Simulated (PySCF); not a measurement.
An unknown shows these calculated signals:

1H NMR (400 MHz, computed): δ 6.45 (m, 1H), 4.16 (d, 3H), 2.42 (s, 6H), 2.11 (m, 1H), 0.83 (m, 2H), 0.27 (br s, 2H).

13C{1H} NMR (computed): δ 48.6 (CH3), 47.5 (CH).

PySCF 2.14 calculation with geometry from GFN2-xTB and shielding tensors at PBE0/pcSseg-1 (GIAO); no relativistic terms, gas phase, one averaged value for each set of equivalent atoms, a single conformation.

δ = σ(ref) − σ, references computed at the same level: 1H, 13C against TMS.

Q: Which of these does the molecule contain: an OH group, a Si–H bond, an N-methyl group, an aldehyde, a methoxy group, an NH or NH2 group?

A: 
- An OH group: no.
- A Si–H bond: yes (δH 4.16 (d)).
- An N-methyl group: yes (δC 48.6; δH 2.42 (s)).
- An aldehyde: no.
- A methoxy group: no.
- An NH or NH2 group: yes (δH 0.27 (br s)).

The data belong to `CN(C)[C@@H]([SiH3])[Si@H](N)P`, C₃H₁₅N₂PSi₂; they needn't prove each group on their own.

Carbon signals by region: 2 below 50 ppm.

OH/NH shifts are gas-phase values; hydrogen bonding in solution moves them, usually downfield. Splittings by 31P in the carbon and heteronuclear signals aren't shown, as no couplings were computed. Shifts are as computed. Against solution values, carbons near 30 ppm lie about +3 ppm off and those near 130 ppm about +5 ppm. Of 1211 compounds with measured shifts, 218 miss one by over three times the rms of a fit or turn the order of signals round; such compounds aren't used in these exercises. No couplings were computed; multiplicities are counted from neighbouring protons, with m where these are inequivalent, close in shift, in a saturated or five-membered ring or joined by F or P, and br s for small geminal =CH2 splittings.
